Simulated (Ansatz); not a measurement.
## Ligand exchange: CH4 + AlI3 → HI + Al(CH3)I2

Species: CH4 (methane) `C`, singlet; AlI3 (aluminum iodide) `[I][Al]([I])[I]`, singlet; HI (hydrogen iodide), singlet; Al(CH3)I2, singlet. The partners trade CH3 for I: H–CH3 and Al–I bonds give way to H–I and Al–CH3.

Shapes, held fixed at every level: PBE0-D4/def2-TZVP. Programs: Ansatz 0.2.0. Electronic energies: no zero-point or thermal term.

Task: Estimate ΔE of this reaction.

Result: The highest level, CCSD(T)/def2-TZVPP, gives ΔE = +142.6 kJ/mol; the levels span +140.8 to +152.9. The column of differences is taken from that level and isn't an error. No measured value is set beside it here. For atoms past krypton def2 sets carry core potentials with scalar relativity. Outer-core shells of I are correlated, in sets that cover them unevenly. Times are processor times on shared x86 and Arm servers, and rough.

```json
{"level": "HF/def2-SVP", "kind": "Hartree–Fock", "ΔE (kJ/mol)": "+152.2", "less CCSD(T)/def2-TZVPP": "+9.6", "CPU time (sum over the molecules)": "–"}
{"level": "BHLYP-D4/def2-TZVPP", "kind": "global hybrid", "ΔE (kJ/mol)": "+152.9", "less CCSD(T)/def2-TZVPP": "+10.3", "CPU time (sum over the molecules)": "30 s"}
{"level": "PBE0-D4/def2-TZVPP", "kind": "global hybrid", "ΔE (kJ/mol)": "+147.0", "less CCSD(T)/def2-TZVPP": "+4.4", "CPU time (sum over the molecules)": "26 s"}
{"level": "r2SCAN0-D4/def2-TZVPP", "kind": "global hybrid", "ΔE (kJ/mol)": "+149.2", "less CCSD(T)/def2-TZVPP": "+6.6", "CPU time (sum over the molecules)": "42 s"}
{"level": "wB97M-V/def2-TZVPP", "kind": "range-separated hybrid", "ΔE (kJ/mol)": "+140.8", "less CCSD(T)/def2-TZVPP": "-1.8", "CPU time (sum over the molecules)": "88 s"}
{"level": "wB97X-V/def2-TZVPP", "kind": "range-separated hybrid", "ΔE (kJ/mol)": "+142.0", "less CCSD(T)/def2-TZVPP": "-0.6", "CPU time (sum over the molecules)": "63 s"}
{"level": "CCSD/def2-SVP", "kind": "coupled cluster or CI", "ΔE (kJ/mol)": "+145.7", "less CCSD(T)/def2-TZVPP": "+3.1", "CPU time (sum over the molecules)": "–"}
{"level": "CCSD(T)/def2-TZVPP", "kind": "coupled cluster or CI", "ΔE (kJ/mol)": "+142.6", "less CCSD(T)/def2-TZVPP": "0.0", "CPU time (sum over the molecules)": "8.6 min"}
```
